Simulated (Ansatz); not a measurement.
The first iterations of a band of BClF2 + ClH (6 atoms, charge 0, multiplicity 1).

Theory: RKS CAM-B3LYP-D4/def2-SVP in Ansatz 0.2.0.

```
movable images  : 5
climbing image  : yes
spring          : 5.0 eV/Å²
optimiser       : quadratic models (default)
start path      : through a guess of the saddle point
force threshold : 0.05 eV/Å
iteration limit : 60
end points      : relaxed
```

Initial state:

```xyz
6
Properties=species:S:1:pos:R:3
B -0.041 0.307 -0.087
F -0.054 0.512 1.213
F 1.105 0.097 -0.679
Cl -1.517 0.417 -1.006
Cl -0.212 -2.603 0.975
H -0.169 -1.819 1.996
```

Final state:

```xyz
6
Properties=species:S:1:pos:R:3
B -0.092 -0.531 -0.392
F -0.088 0.113 1.942
F 1.095 -0.008 -0.545
Cl -1.509 0.336 -0.912
Cl -0.205 -2.218 0.124
H -0.090 -0.782 2.194
```

| iteration | highest image above the first end (eV) | largest band force component (eV/Å) |
| --- | --- | --- |
| 1 | 3.021 | 6.139 |
| 2 | 1.541 | 3.353 |
| 3 | 1.320 | 1.218 |
| 4 | 1.187 | 0.732 |
| 5 | 1.119 | 0.545 |
| 6 | 1.234 | 0.788 |
| 7 | 1.254 | 0.394 |
| 8 | 1.256 | 2.730 |
| 9 | 1.256 | 1.895 |
| 10 | 1.255 | 3.943 |
| 11 | 1.255 | 1.469 |

**Question.** Does the band converge within its limit, and where does its top end?

**Answer.** It converged. It ended after 33 iterations with the highest image 1.255 eV above the first end. A vibrational analysis at the climbing image gives one clearly imaginary mode, 921i cm⁻¹: a first-order saddle point. The orbitals stay closed-shell, which can raise the energy where a bond breaks towards radicals; this wasn't checked here.

Time of the run: 7.8 min on 2 threads of Arm Neoverse N1, on a shared host, peak memory 0.19 GiB.
